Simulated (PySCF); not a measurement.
# One molecule, several mistakes: CClGeH6N

Calculated results; nothing here was measured. The program is PySCF 2.14.0, an open-source quantum chemistry code, run on an isolated molecule that a program drew, which may never have been made. The molecule is CClGeH6N (charge 0, singlet), drawn as the SMILES string `C[NH][GeH2][Cl]`.

Each row is a Hartree-Fock (HF) and frozen-core CCSD(T) single point in the cc-pV(D+d)Z basis, meant for a local HF minimum. Run 1 is clean. Each other run has one planted mistake out of seven kinds, and not every kind appears here: one electron removed, one electron added, multiplicity raised by two, geometry at a saddle point, minimal basis STO-3G, one bond length entered in bohr, all coordinates scaled. The reference is restricted for singlets and unrestricted otherwise, and also for a bond in bohr. Adding or removing an electron swaps singlet and doublet. Electrons count all cores. HOMO and LUMO are orbital energies over both spins, the gradient is its largest component, and the lowest frequency (negative if imaginary) is given only where the gradient is small. Bond lengths are over the 9 bonds as drawn. T1 is the CCSD diagnostic: over 0.02 (restricted) or 0.045 (unrestricted) a single reference is doubtful. Germanium has the cc-pVDZ-PP basis, with a core potential (ECP10MDF) in place of its 10 inner electrons, and its 3s, 3p and 3d shells are frozen in CCSD(T).

Geometry of the clean run:
```xyz
10
CClGeH6N, angstrom
C     0.7664    2.2697    1.6337
N     0.4330    1.3733    0.5363
Ge   -1.2649    1.2032   -0.0697
Cl   -2.6012    0.3668    1.4590
H     1.8420    2.4570    1.6458
H     0.4723    1.8885    2.6171
H     0.2723    3.2319    1.4863
H     0.9285    0.5021    0.6005
H    -1.2891    0.2133   -1.2219
H    -1.8348    2.5756   -0.3864
```

| run | electrons | basis functions | <S^2> | HOMO (eV) | LUMO (eV) | gradient (hartree/bohr) | lowest frequency (cm^-1) | mean bond (Å) | longest bond (Å) | T1 | HF (hartree) | CCSD(T) (hartree) | mistake |
|---|---|---|---|---|---|---|---|---|---|---|---|---|---|
| 1 | 68 | 104 | 0.000 | -10.50 | 3.93 | 3.4e-05 | 81 | 1.4204 | 2.196 | 0.0102 | -848.74116 | -849.35889 | no fault |
| 2 | 68 | 104 | 0.862 | -9.51 | 0.96 | 7.8e-03 | - | 1.5706 | 2.871 | 0.0342 | -848.63544 | -849.24085 | one bond length entered in bohr |
| 3 | 68 | 104 | 2.020 | -3.07 | -0.03 | 1.1e-01 | - | 1.4204 | 2.196 | 0.0333 | -848.52823 | -849.13091 | ? |
| 4 | 67 | 104 | 0.764 | -16.60 | -6.08 | 1.0e-01 | - | 1.4204 | 2.196 | 0.0196 | -848.44219 | -849.02509 | ? |

**Which mistake was planted in run 3, and what did it cost?**

Electrons, basis and geometry are unchanged, and <S^2> is 2.020, beside S(S+1) = 2.00 for a multiplicity of 3. So the mistake is: multiplicity raised by two. Subtracting run 1 and multiplying by 627.51 kcal/mol a hartree, the energy moved by 133.6 kcal/mol in HF and 143.1 kcal/mol in CCSD(T).

**Which mistake was planted in run 4, and what did it cost?**

It counts 67 electrons, one fewer than the clean run, at the same geometry and basis. So the mistake is: one electron removed. Subtracting run 1 and multiplying by 627.51 kcal/mol a hartree, the energy moved by 187.6 kcal/mol in HF and 209.5 kcal/mol in CCSD(T).

